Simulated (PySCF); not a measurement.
C₃H₈Mg, SMILES C[CH](C)[MgH]. Atoms are numbered in the order given.

```xyz
12

Mg     1.7032     0.0238     0.0000
H      3.3830     0.3582     0.0000
C     -0.3886    -0.3858     0.0000
C     -1.0997     0.1281     1.2597
C     -1.0997     0.1281    -1.2597
H     -0.4829    -1.4926     0.0000
H     -2.1799    -0.1270     1.2573
H     -1.0470     1.2292     1.3476
H     -0.6784    -0.2890     2.1913
H     -0.6784    -0.2890    -2.1913
H     -2.1799    -0.1270    -1.2573
H     -1.0470     1.2292    -1.3476
```
Charge 0, spin multiplicity 1.

Coordinates come from a r2SCAN-D4/def2-SVP optimisation. The structure was generated by enumeration; whether it is a known compound was not checked.

Computed with CAM-B3LYP/def2-TZVP (PySCF).

Symmetry labels are those of the subgroup Cs that the program uses (full group Cs).

Computed valence orbital energies around the gap with their symmetry:
```
orbital  symmetry  energy (eV)
-------  --------  -----------
HOMO−7         A'       -13.63
HOMO−6         A'       -13.25
HOMO−5         A"       -12.36
HOMO−4         A"       -11.84
HOMO−3         A"       -10.59
HOMO−2         A'       -10.43
HOMO−1         A'        -9.43
HOMO           A'        -7.40
LUMO           A'         0.38
LUMO+1         A'         0.41
LUMO+2         A"         0.45
LUMO+3         A'         2.37
```
